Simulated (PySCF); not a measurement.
NMR data simulated for an unnamed compound:

¹H NMR (500 MHz, computed): δ 8.87 (d, 2H), 7.24 (d, 2H), 2.51 (s, 3H).

¹³C{¹H} NMR (computed): δ 155.9 (CH), 152.2 (C), 128.9 (CH), 23.9 (CH3).

Computed data (PySCF 2.14): PBE0/pcSseg-1 with gauge-including orbitals, coordinates at the GFN2-xTB level. In vacuum, rapidly exchanging positions averaged, one computed conformer, non-relativistic Hamiltonian.

Chemical shifts δ = σref − σ; ¹H (31.72 ppm) and ¹³C (186.93 ppm) against TMS, all at this level.

Which of these does the molecule contain: a tert-butyl group, a heteroaromatic ring, an OH group, a three-membered ring?

Answers


- A tert-butyl group: no.
- A heteroaromatic ring: yes.
- An OH group: no.
- A three-membered ring: no.

The data belong to SMILES Cc1ccncc1, C$_{6}$H$_{7}$N; they needn't prove each group on their own.

Carbon signals by region: 3 in the sp2 and nitrile region (100–160 ppm), 1 below 50 ppm.

Shifts are as computed. Against solution values, carbons near 30 ppm lie about +3 ppm off and those near 130 ppm about +5 ppm. Of 1211 compounds with measured shifts, 218 miss one by over three times the rms of a fit or turn the order of signals round; such compounds aren't used in these exercises. Multiplicities follow the n + 1 count of equivalent neighbours, as no J values were calculated; m marks all less simple cases, F and P coupling included.
